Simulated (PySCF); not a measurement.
Does the answer move with the share of exact exchange?

Species: BrClGaH.
SMILES with atom numbers: `[Cl:1][GaH:2][Br:3]` (hydrogens: H4 on Ga2)

PySCF, def2-SVPD basis, density fitting, gas phase, PBE0-D3(BJ)/def2-SVP geometry; singlet excitations by full TDDFT with frozen cores, triplets by Tamm–Dancoff TDDFT and ionisation energies by ΔSCF, from the lowest of the holes tried. One functional is left out:

| functional | exact exchange (%) | HOMO energy (eV) | LUMO energy (eV) | lowest singlet excitation (eV) | lowest triplet excitation (eV) | dipole moment (D) | mean polarisability (au) | vertical ionisation energy (eV) |
| --- | --- | --- | --- | --- | --- | --- | --- | --- |
| LDA | 0 | -7.55 | -2.93 | 4.68 | 4.57 | 1.609 | 67.5 | 10.89 |
| PBE | 0 | -7.42 | -2.67 | 4.80 | 4.68 | 1.550 | 67.0 | 10.71 |
| PBE0 | 25 | -8.70 | -1.90 | 5.44 | 5.30 | 1.665 | 63.6 | 10.97 |
| BHandHLYP | 50 | -9.81 | -1.13 | 5.92 | 5.75 | 1.745 | 61.6 | 11.04 |

Q: Predict the row of B3LYP (20 % exact exchange) by straight lines through the other rows, and check it.

A: 
| property | line | computed | computed − line | PBE0 (25 %), for comparison |
| --- | --- | --- | --- | --- |
| HOMO energy (eV) | -8.43 | -8.42 | +0.01 | -8.70 |
| LUMO energy (eV) | -2.12 | -2.14 | -0.02 | -1.90 |
| lowest singlet excitation (eV) | 5.24 | 5.20 | -0.04 | 5.44 |
| lowest triplet excitation (eV) | 5.10 | 5.08 | -0.02 | 5.30 |
| dipole moment (D) | 1.646 | 1.637 | -0.009 | 1.665 |
| mean polarisability (au) | 64.8 | 64.8 | 0.0 | 63.6 |
| vertical ionisation energy (eV) | 10.91 | 10.93 | +0.02 | 10.97 |

Q: Which of these properties follows the share of exact exchange most closely, and which least?

A: Most closely the HOMO energy, least the vertical ionisation energy; the correlations over the tabulated rows are HOMO energy -0.999, lowest singlet excitation 0.992, lowest triplet excitation 0.992, LUMO energy 0.991, mean polarisability -0.987, dipole moment 0.957, vertical ionisation energy 0.838. The HOMO energy moves by -0.467 eV for every 10 %. Functionals with the same share still differ in their other parts: at 0 % LDA and PBE differ by 0.13 eV in it.
